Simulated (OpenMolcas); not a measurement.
# C2H3ClSi (SMILES ClC1=C[SiH2]1): name the method

C2H3ClSi: 7 atoms, total charge 0, spin state singlet. SMILES: `ClC1=C[SiH2]1`. Geometry: relaxed at PBE0-D4/def2-TZVP.

```xyz
7

Cl   -1.1692   -2.2933    0.4115
C    -0.3580   -0.8199    0.1632
C     0.8368   -0.3300    0.4667
Si   -0.1859    0.8716   -0.4389
H     1.7275   -0.6738    0.9756
H    -0.8378    2.0113    0.2488
H     0.0478    1.1662   -1.8726
```

A calculation with OpenMolcas 26.06 gave:

```json
{
  "total energy": "-826.9684 Eh",
  "dipole moment": "1.15 D",
  "HOMO energy": "-7.74 eV",
  "LUMO energy": "-0.20 eV",
  "HOMO–LUMO gap": "7.55 eV",
  "largest force": "0.468 eV/Å"
}
```

Problem. Which of these levels gave the numbers?
A. r2SCAN/def2-SVP
B. PBE0/def2-SVP
C. B3LYP/def2-SVP
D. BLYP/def2-SVP

Solution. B. The others give -827.2331 Eh (r2SCAN/def2-SVP), -827.3678 Eh (B3LYP/def2-SVP), -827.2886 Eh (BLYP/def2-SVP).
